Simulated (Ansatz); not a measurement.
Ansatz (a first-principles code) input file for Si(CF3)(F)(H)2 (CH2F4Si), SMILES F[SiH2]C(F)(F)F, PBE0-D3(BJ)/def2-SVP. 

Ansatz 0.2 input:
```yaml
crystal:
  periodic: [false, false, false]
  atoms:
    - {symbol: Si, position_ang: [0.62148236, 1.13385219, -0.00000000]}
    - {symbol: F, position_ang: [-0.71446898, 2.01013360, 0.00000000]}
    - {symbol: C, position_ang: [-0.01622789, -0.70747685, -0.00000000]}
    - {symbol: F, position_ang: [-0.76572179, -1.00394427, -1.07803215]}
    - {symbol: F, position_ang: [-0.76572178, -1.00394426, 1.07803216]}
    - {symbol: F, position_ang: [1.00087578, -1.59555238, -0.00000000]}
    - {symbol: H, position_ang: [1.30097265, 1.35534808, -1.25942870]}
    - {symbol: H, position_ang: [1.30097267, 1.35534808, 1.25942869]}
basis:
  gaussian:
    orbitals: def2-SVP
hamiltonian:
  xc: pbe0
  dispersion: d3bj
relax: {f_tol: 0.002, max_steps: 200}
```

Log of the run:

```
WARN ansatz: RAYON_NUM_THREADS=1 ignored (pool sized by the plan → 1); use --threads N
Functional definition: PBE0
integrals: 0.05 GiB planned
1004 factors; integrals over basis functions are off by at most 4.3e-4 eV
mean field: 0.40 GiB planned
mean field evaluation 1: about -19786.7472 eV, gradient 4.2e1 eV
mean field evaluation 2: about -19783.8513 eV, gradient 6.1e1 eV
mean field evaluation 4: about -19789.3397 eV, gradient 1.6e0 eV
mean field evaluation 8: about -19789.3745 eV, gradient 8.8e-2 eV
mean field evaluation 16: about -19789.3746 eV, gradient 3.3e-5 eV
mean field -19789.37455064 eV, -727.2461010161 hartree, gradient 3.3e-5 eV, S^2 0.000000; 0 other end points of the search recorded, 0 dependent functions left out
the calculation of the forces begins
reference -19789.37456880 eV, -727.2461016834 hartree; 29, 29 occupied and 69, 69 virtual orbitals, 1004 factors
relax step   1: F+E_penalty+E_count = -19789.48924556 eV  Δ(F+E_penalty+E_count) = +0.000e0 eV  max|allowed force component| = 1.179e0 eV/Å  Δτ_max = 0.0000 Å  (27 SCF iters, accepted)
these checks for a lower state are left out or cut short: starts, cluster_reference, orbital_swaps, neighbouring_geometries, increment
integrals: 0.05 GiB planned
1004 factors; integrals over basis functions are off by at most 4.3e-4 eV
mean field: 0.40 GiB planned
mean field -19789.45559116 eV, -727.2490792004 hartree, gradient 1.8e-5 eV, S^2 0.000000; 0 other end points of the search recorded, 0 dependent functions left out
the calculation of the forces begins
reference -19789.45560945 eV, -727.2490798726 hartree; 29, 29 occupied and 69, 69 virtual orbitals, 1004 factors
relax step   2: F+E_penalty+E_count = -19789.57010555 eV  Δ(F+E_penalty+E_count) = -8.086e-2 eV  max|allowed force component| = 3.606e-1 eV/Å  Δτ_max = 0.0503 Å  (29 SCF iters, accepted)
these checks for a lower state are left out or cut short: starts, cluster_reference, orbital_swaps, neighbouring_geometries, increment
integrals: 0.05 GiB planned
1004 factors; integrals over basis functions are off by at most 4.4e-4 eV
mean field: 0.40 GiB planned
mean field evaluation 32: about -19789.4628 eV, gradient 1.7e-5 eV
mean field -19789.46278251 eV, -727.2493434778 hartree, gradient 1.7e-5 eV, S^2 0.000000; 0 other end points of the search recorded, 0 dependent functions left out
the calculation of the forces begins
reference -19789.46280080 eV, -727.2493441498 hartree; 29, 29 occupied and 69, 69 virtual orbitals, 1004 factors
relax step   3: F+E_penalty+E_count = -19789.57741300 eV  Δ(F+E_penalty+E_count) = -7.307e-3 eV  max|allowed force component| = 1.033e-1 eV/Å  Δτ_max = 0.0274 Å  (29 SCF iters, accepted)
these checks for a lower state are left out or cut short: starts, cluster_reference, orbital_swaps, neighbouring_geometries, increment
integrals: 0.05 GiB planned
1004 factors; integrals over basis functions are off by at most 4.4e-4 eV
mean field: 0.40 GiB planned
mean field -19789.46339156 eV, -727.2493658599 hartree, gradient 1.8e-5 eV, S^2 0.000000; 0 other end points of the search recorded, 0 dependent functions left out
the calculation of the forces begins
reference -19789.46340983 eV, -727.2493665313 hartree; 29, 29 occupied and 69, 69 virtual orbitals, 1004 factors
relax step   4: F+E_penalty+E_count = -19789.57799944 eV  Δ(F+E_penalty+E_count) = -5.864e-4 eV  max|allowed force component| = 3.486e-2 eV/Å  Δτ_max = 0.0087 Å  (29 SCF iters, accepted)
these checks for a lower state are left out or cut short: starts, cluster_reference, orbital_swaps, neighbouring_geometries, increment
integrals: 0.05 GiB planned
1004 factors; integrals over basis functions are off by at most 4.4e-4 eV
mean field: 0.40 GiB planned
mean field -19789.46358950 eV, -727.2493731338 hartree, gradient 1.8e-5 eV, S^2 0.000000; 0 other end points of the search recorded, 0 dependent functions left out
the calculation of the forces begins
reference -19789.46360775 eV, -727.2493738046 hartree; 29, 29 occupied and 69, 69 virtual orbitals, 1004 factors
relax step   5: F+E_penalty+E_count = -19789.57819253 eV  Δ(F+E_penalty+E_count) = -1.931e-4 eV  max|allowed force component| = 2.035e-2 eV/Å  Δτ_max = 0.0086 Å  (29 SCF iters, accepted)
these checks for a lower state are left out or cut short: starts, cluster_reference, orbital_swaps, neighbouring_geometries, increment
integrals: 0.05 GiB planned
1004 factors; integrals over basis functions are off by at most 4.4e-4 eV
mean field: 0.40 GiB planned
mean field -19789.46363556 eV, -727.2493748265 hartree, gradient 2.0e-5 eV, S^2 0.000000; 0 other end points of the search recorded, 0 dependent functions left out
the calculation of the forces begins
reference -19789.46365381 eV, -727.2493754971 hartree; 29, 29 occupied and 69, 69 virtual orbitals, 1004 factors
relax step   6: F+E_penalty+E_count = -19789.57821926 eV  Δ(F+E_penalty+E_count) = -2.674e-5 eV  max|allowed force component| = 8.076e-3 eV/Å  Δτ_max = 0.0036 Å  (23 SCF iters, accepted)
these checks for a lower state are left out or cut short: starts, cluster_reference, orbital_swaps, neighbouring_geometries, increment
integrals: 0.05 GiB planned
1004 factors; integrals over basis functions are off by at most 4.4e-4 eV
mean field: 0.40 GiB planned
mean field -19789.46363071 eV, -727.2493746484 hartree, gradient 2.8e-5 eV, S^2 0.000000; 0 other end points of the search recorded, 0 dependent functions left out
the calculation of the forces begins
reference -19789.46364896 eV, -727.2493753191 hartree; 29, 29 occupied and 69, 69 virtual orbitals, 1004 factors
relax step   7: F+E_penalty+E_count = -19789.57822189 eV  Δ(F+E_penalty+E_count) = -2.630e-6 eV  max|allowed force component| = 8.692e-4 eV/Å  Δτ_max = 0.0005 Å  (19 SCF iters, accepted)
integrals: 0.05 GiB planned
1004 factors; integrals over basis functions are off by at most 4.4e-4 eV
mean field: 0.40 GiB planned
mean field evaluation 64: about -19784.0594 eV, gradient 6.0e1 eV
mean field -19789.46363071 eV, -727.2493746484 hartree, gradient 2.8e-5 eV, S^2 0.000000; 1 other end points of the search recorded, 0 dependent functions left out
the calculation of the forces begins
reference -19789.46364896 eV, -727.2493753191 hartree; 29, 29 occupied and 69, 69 virtual orbitals, 1004 factors
Total energy: -19789.57824014 eV, -727.2535864674 hartree
Atom 0 at     0.564441     1.107870     0.000000 Å, force     0.000127     0.000063     0.000000 eV/Å
Atom 1 at    -0.741466     2.064844    -0.000000 Å, force    -0.000184     0.000182    -0.000000 eV/Å
Atom 2 at    -0.039161    -0.720499    -0.000000 Å, force     0.000680     0.000869    -0.000000 eV/Å
Atom 3 at    -0.770277    -1.020122    -1.079173 Å, force    -0.000173    -0.000623    -0.000257 eV/Å
Atom 4 at    -0.770277    -1.020122     1.079173 Å, force    -0.000173    -0.000623     0.000257 eV/Å
Atom 5 at     1.031770    -1.533447    -0.000000 Å, force    -0.000624    -0.000129     0.000000 eV/Å
Atom 6 at     1.343567     1.332620    -1.241390 Å, force     0.000174     0.000130    -0.000028 eV/Å
Atom 7 at     1.343567     1.332620     1.241390 Å, force     0.000174     0.000130     0.000028 eV/Å
Dipole moment:     0.329958     0.202231    -0.000000 e Å
```

The run converged.
